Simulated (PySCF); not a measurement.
**Spinor energies of Ba⁺ (barium, charge +1)**

Start: [Xe] 6s1; 6s1/2 filled at m_j = +1/2. Calculated with PySCF 2.14 in x2c-QZVPPall-2c: generalised Hartree-Fock with the X2C-1e Hamiltonian and a Gaussian nucleus; one run each with spin-orbit coupling (SO) switched off, then screened by Boettger's factors.

| spinor shell | electrons | ε, spin-free (eV) | ε, screened SO (eV) | weight of nominal j (screened SO) | rms radius, screened SO (bohr) |
| --- | --- | --- | --- | --- | --- |
| 1s1/2 | 2 | -37630.4 | -37625.9 | 1.000 | 0.0292 |
| 2s1/2 | 2 | -6059.2 | -6057.8 | 1.000 | 0.119 |
| 2p1/2 | 2 | -5427.0 | -5693.6 | 1.000 | 0.102 |
| 2p3/2 | 4 | -5427.0 | -5308.5 | 1.000 | 0.108 |
| 3s1/2 | 2 | -1329.0 | -1328.5 | 1.000 | 0.311 |
| 3p1/2 | 2 | -1121.5 | -1174.3 | 1.000 | 0.303 |
| 3p3/2 | 4 | -1121.5 | -1097.8 | 1.000 | 0.315 |
| 3d3/2 | 4 | -820.49 | -829.91 | 1.000 | 0.287 |
| 3d5/2 | 6 | -820.49 | -813.79 | 1.000 | 0.290 |
| 4s1/2 | 2 | -284.50 | -284.37 | 1.000 | 0.715 |
| 4p1/2 | 2 | -214.77 | -225.85 | 1.000 | 0.743 |
| 4p3/2 | 4 | -214.77 | -209.74 | 1.000 | 0.770 |
| 4d3/2 | 4 | -110.34 | -111.95 | 1.000 | 0.856 |
| 4d5/2 | 6 | -110.34 | -109.15 | 1.000 | 0.866 |
| 5s1/2 | 2 | -48.967 | -48.943 | 1.000 | 1.76 |
| 5p1/2 | 2 | -29.788 | -31.380 | 1.000 | 1.98 |
| 5p3/2 | 4 | -29.788 | -29.066 | 1.000 | 2.07 |
| 6s1/2 | 1 | -9.405 | -9.405 | 1.000 | 4.79 |

```tsv
quantity	spin-free	screened SO
E (hartree)	-8130.10005	-8133.18037
M_J	1/2	1/2
⟨J²⟩	0.751	0.751
⟨L²⟩	0.000	0.037
⟨S²⟩	0.751	0.788
```

Breit and QED terms are absent; they matter most for the inner s and p1/2 levels.

Densities and radii are taken from the X2C orbitals without a picture-change correction, which distorts them close to the nucleus.

Without spin-orbit coupling the j labels of p, d and f shells carry no meaning; the spin-free column gives the mean over the occupied spinors of each nl shell.
